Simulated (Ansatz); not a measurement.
Cost and result for the atomization energy of C3H10InNO (`CC(C)[O][InH][NH2]`) (16 atoms, 15 bonds).

Cartesian coordinates in Å:
```
C 0.164 1.820 -0.107
C -0.154 0.520 -0.828
C 0.640 0.391 -2.115
O 0.148 -0.590 -0.019
In -0.962 -1.142 1.537
N 0.090 -2.503 2.561
H 1.219 1.836 0.182
H -0.038 2.689 -0.738
H -0.440 1.921 0.801
H -1.226 0.531 -1.090
H 1.710 0.390 -1.892
H 0.426 1.218 -2.797
H 0.396 -0.547 -2.616
H -2.472 -0.431 1.861
H 0.868 -2.941 2.091
H -0.369 -3.161 3.170
```

Charge 0, multiplicity 1. Correlated methods include outer-core shells of In, which these sets cover unevenly. In: def2 effective core potential. The structure was optimised at the PBE0-D4/def2-TZVP level. It is one conformer, not always the lowest. Program: Ansatz. All runs use 2 threads of an AMD EPYC 7R13 on a shared host and a share of an NVIDIA H100 80 GB. Times are those of one run each, without the atoms' runs, and a repeat can differ threefold. Electronic energies, without spin–orbit coupling; frozen cores. CCSD(T)/CBS adds CCSD(T) − MP2 in def2-TZVPP to the MP2 limit, and its time is that of the two runs behind it. T1 = 0.015. With those shells the extrapolation isn't a true limit.

CCSD(T)/CBS is a level of theory with its own doubt, some kJ/mol a heavy atom from the limit and from the frozen cores, so smaller differences don't rank the functionals.

```json
{"level": "LDA (SPW92)/def2-TZVPP", "functions": "345", "wall time": "2.3 s"}
{"level": "r2SCANh-D4/def2-TZVPP", "functions": "345", "wall time": "3 s"}
{"level": "BHLYP-D4/def2-TZVPP", "functions": "345", "wall time": "3 s"}
{"level": "B97M-V/def2-TZVPP", "functions": "345", "wall time": "3 s"}
{"level": "PBE0-D4/def2-TZVPP", "functions": "345", "wall time": "3.1 s"}
{"level": "r2SCAN-D4/def2-TZVPP (with forces)", "functions": "345", "wall time": "3.2 s"}
{"level": "BLYP-D4/def2-TZVPP", "functions": "345", "wall time": "3.4 s"}
{"level": "CCSD(T)/def2-SVP", "functions": "146", "wall time": "3.6 s"}
{"level": "PBE-QIDH/def2-TZVPP", "functions": "345", "wall time": "3.9 s"}
{"level": "MP2/def2-QZVPP", "functions": "667", "wall time": "4.8 s"}
{"level": "ωB97M-V/def2-TZVPP (with forces)", "functions": "345", "wall time": "6.5 s"}
{"level": "CCSD(T)/def2-TZVPP", "functions": "345", "wall time": "18 s"}
{"level": "CCSD(T)/CBS(def2)", "functions": "–", "wall time": "22 s"}
```

Problem. What atomization energy does each give, and how far from CCSD(T)/CBS? (Estimate.)

Solution. The calculation gave: 
| level | atomization (kJ/mol) | difference from CCSD(T)/CBS | per bond |
| --- | --- | --- | --- |
| LDA (SPW92)/def2-TZVPP | 6548.2 | 815.8 | 54.4 |
| r2SCANh-D4/def2-TZVPP | 5675.6 | -56.8 | -3.8 |
| BHLYP-D4/def2-TZVPP | 5538.4 | -194.0 | -12.9 |
| B97M-V/def2-TZVPP | 5716.9 | -15.5 | -1.0 |
| PBE0-D4/def2-TZVPP | 5709.7 | -22.7 | -1.5 |
| r2SCAN-D4/def2-TZVPP (with forces) | 5711.0 | -21.4 | -1.4 |
| BLYP-D4/def2-TZVPP | 5691.9 | -40.5 | -2.7 |
| CCSD(T)/def2-SVP | 5409.7 | -322.7 | -21.5 |
| PBE-QIDH/def2-TZVPP | 5666.9 | -65.5 | -4.4 |
| MP2/def2-QZVPP | 5727.6 | -4.8 | -0.3 |
| ωB97M-V/def2-TZVPP (with forces) | 5728.8 | -3.6 | -0.2 |
| CCSD(T)/def2-TZVPP | 5579.3 | -153.1 | -10.2 |
| CCSD(T)/CBS(def2) | 5732.4 | 0.0 | 0.0 |

From PBE to PBE0 (25 % exact exchange), in def2-TZVPP and without D4, the atomization energy moves by −97.1 kJ/mol: exact exchange takes away binding that semilocal exchange gives to molecules. In def2-TZVPP, CCSD(T) changes the Hartree–Fock value by +1503.9 kJ/mol (the triples alone add +84.4 kJ/mol) and MP2 by +1561.2 kJ/mol; breaking electron pairs costs correlation energy, which Hartree–Fock lacks. The D4 term adds +50.6 kJ/mol with B3LYP and +27.0 kJ/mol with PBE0; it sums over pairs of atoms, weighted by their polarisabilities, and B3LYP, whose exchange is more repulsive, gets the larger term.

B3LYP here is the variant with VWN-RPA as its local correlation; programs differ in this.

Spin–orbit coupling would lower the free In atoms strongly, and the atomization energy with them, by more than many differences here.
